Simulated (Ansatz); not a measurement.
Basis-set series for CH$_{4}$ClFSn, SMILES `[CH3][SnH]([F])[Cl]`. Total charge 0; spin multiplicity 1. Sn: def2 effective core potential. The geometry is a stationary point of PBE0-D4/def2-TZVP.

```
functional       basis  functions  energy (Eh)  HOMO (eV)  LUMO (eV)
   PBE0-D4    def2-SVP         92   -814.37601      -8.61      -0.55
   PBE0-D4  def2-QZVPP        386   -814.74830      -8.79      -0.92
   ωB97M-V    def2-SVP         92   -814.53538     -10.78       1.55
   ωB97M-V  def2-QZVPP        386   -814.91190     -10.99       0.83
```

(1) Give the rows for def2-TZVPP. (An estimate is asked.)

Results:

(1) Computed: 
```csv
functional,basis,functions,energy (Eh),HOMO (eV),LUMO (eV)
PBE0-D4,def2-TZVPP,210,-814.72373,-8.77,-0.84
ωB97M-V,def2-TZVPP,210,-814.88816,-10.97,1.09
```

Positive LUMOs are unbound and depend on the basis.
